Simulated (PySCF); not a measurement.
C4H8FNSi2.
Geometry (PBE0-D3(BJ)/def2-SVP, Å), atoms numbered from 1 in this order:
```xyz
16
C4H8FNSi2 angstrom
C      2.3912   -1.9210    1.0002
C      1.5280   -1.0638    0.9448
Si     0.2127    0.2231    0.8731
C     -1.4413   -0.5054    0.3287
C     -1.4651   -0.4833   -1.1933
F     -2.7490   -0.6501   -1.6872
Si    -0.6666    1.1618   -1.7626
N      0.4527    1.3455   -0.4350
H      3.1554   -2.6770    1.0445
H      0.1690    0.8700    2.2154
H     -1.6369   -1.5086    0.7393
H     -2.2316    0.1676    0.7062
H     -0.8512   -1.3200   -1.5776
H      0.0168    1.0548   -3.0877
H     -1.6865    2.2524   -1.8551
H      1.2242    2.0035   -0.4500
```

Method: PBE0-D3(BJ)/def2-SVP geometry optimisation, gas phase in PySCF 2.14.0.

Take the most abundant isotopes and a rigid rotor. The values belong to one conformer with, in the numbering `[CH:1]#[C:2][Si@@H:3]1[CH2:4][C@@H:5]([F:6])[SiH2:7][NH:8]1`, C2–Si3–C4–C5 -87°, Si3–C4–C5–F6 -164°, C4–C5–Si7–N8 31°, C5–Si7–N8–Si3 -9°.

Problem. Give the principal moments of inertia and the rotational constants in GHz.

Solution. Ia = 219.43, Ib = 527.58, Ic = 618.84 u·Å²; 505379 MHz·u·Å²/I gives 2303, 957.9 and 816.7 MHz, that is A = 2.3031, B = 0.9579, C = 0.8167 GHz.

Problem. Classify the top.

Solution. An asymmetric top. Ray's parameter κ = (2B − A − C)/(A − C) = -0.810; −1 is the prolate and +1 the oblate limit.

Problem. What does the inertial defect say?

Solution. Not planar: Δ = Ic − Ia − Ib = -128.18 u·Å². For a rigid frame Δ = −2 Σ m c², so Σ m c² = 64.09 u·Å² lies off the ab plane: 16.44 from hydrogen and 47.65 from heavier atoms. The atom farthest from that plane is 2.15 Å away.

Problem. Give the other two planar moments, Paa and Pbb, and the rms extents of the mass along the axes.

Solution. Paa = Σ m a² = (Ib + Ic − Ia)/2 = 463.49 and Pbb = Σ m b² = (Ia + Ic − Ib)/2 = 155.35 u·Å². With the mass M = 145.02 u, the rms extents √(P/M) along a, b and c are 1.79, 1.03, 0.66 Å.

Problem. List the rotational levels J(Ka,Kc) to J = 2 (MHz).

Solution. Above 0(0,0):
J = 1: 1(0,1) 1775, 1(1,1) 3120, 1(1,0) 3261
J = 2: 2(0,2) 5313, 2(1,2) 6528, 2(1,1) 6951, 2(2,1) 10987, 2(2,0) 10998
Those of J = 1 are B + C, A + C and A + B.

Problem. Which lines would a microwave search look for?

Solution. The dipole components are |μa| = 1.95 D, |μb| = 1.01 D, |μc| = 0.34 D. Intensities carry the squares of the components, which stand as 1.00 : 0.27 : 0.03 (a : b : c). Some lines, for components of 0.1 D or more:

```json
{"type": "b", "branch": "R", "J(Ka,Kc)": "3(1,2) ← 2(2,1)", "MHz": "1493", "lower level (cm⁻¹)": "0.366"}
{"type": "b", "branch": "Q", "J(Ka,Kc)": "2(1,1) ← 2(0,2)", "MHz": "1638", "lower level (cm⁻¹)": "0.177"}
{"type": "b", "branch": "R", "J(Ka,Kc)": "1(1,1) ← 0(0,0)", "MHz": "3120", "lower level (cm⁻¹)": "0.000"}
{"type": "c", "branch": "R", "J(Ka,Kc)": "1(1,0) ← 0(0,0)", "MHz": "3261", "lower level (cm⁻¹)": "0.000"}
{"type": "a", "branch": "R", "J(Ka,Kc)": "2(1,2) ← 1(1,1)", "MHz": "3408", "lower level (cm⁻¹)": "0.104"}
{"type": "b", "branch": "Q", "J(Ka,Kc)": "3(2,1) ← 3(1,2)", "MHz": "3883", "lower level (cm⁻¹)": "0.416"}
{"type": "b", "branch": "Q", "J(Ka,Kc)": "2(2,0) ← 2(1,1)", "MHz": "4046", "lower level (cm⁻¹)": "0.232"}
{"type": "b", "branch": "Q", "J(Ka,Kc)": "3(2,2) ← 3(1,3)", "MHz": "4678", "lower level (cm⁻¹)": "0.388"}
{"type": "b", "branch": "R", "J(Ka,Kc)": "2(1,2) ← 1(0,1)", "MHz": "4753", "lower level (cm⁻¹)": "0.059"}
{"type": "a", "branch": "R", "J(Ka,Kc)": "3(0,3) ← 2(0,2)", "MHz": "5282", "lower level (cm⁻¹)": "0.177"}
{"type": "a", "branch": "R", "J(Ka,Kc)": "3(2,2) ← 2(2,1)", "MHz": "5324", "lower level (cm⁻¹)": "0.366"}
{"type": "a", "branch": "R", "J(Ka,Kc)": "3(2,1) ← 2(2,0)", "MHz": "5366", "lower level (cm⁻¹)": "0.367"}
{"type": "c", "branch": "Q", "J(Ka,Kc)": "3(3,1) ← 3(2,1)", "MHz": "7033", "lower level (cm⁻¹)": "0.546"}
{"type": "b", "branch": "Q", "J(Ka,Kc)": "3(3,0) ← 3(2,1)", "MHz": "7034", "lower level (cm⁻¹)": "0.546"}
{"type": "c", "branch": "R", "J(Ka,Kc)": "3(1,2) ← 2(0,2)", "MHz": "7167", "lower level (cm⁻¹)": "0.177"}
{"type": "b", "branch": "R", "J(Ka,Kc)": "2(2,1) ← 1(1,0)", "MHz": "7726", "lower level (cm⁻¹)": "0.109"}
{"type": "c", "branch": "R", "J(Ka,Kc)": "2(2,1) ← 1(1,1)", "MHz": "7867", "lower level (cm⁻¹)": "0.104"}
{"type": "b", "branch": "R", "J(Ka,Kc)": "2(2,0) ← 1(1,1)", "MHz": "7878", "lower level (cm⁻¹)": "0.104"}
{"type": "c", "branch": "R", "J(Ka,Kc)": "3(2,1) ← 2(1,1)", "MHz": "9412", "lower level (cm⁻¹)": "0.232"}
```

Problem. Estimate the classical rotational partition function at 50 K, 200 K and 500 K.

Solution. Point group C1, symmetry number σ = 1; q = (√π/σ)·√((kT/h)³/(ABC)), k/h = 20836.6 MHz/K: 44400 at 50 K, 355000 at 200 K, 1400000 at 500 K.

PBE0-D3(BJ)/def2-SVP frequencies: not computed here. These are rigid-rotor constants of the computed structure; measured ground-state constants (B0) also hold zero-point vibration. Quadrupole hyperfine structure (14N) is left out.
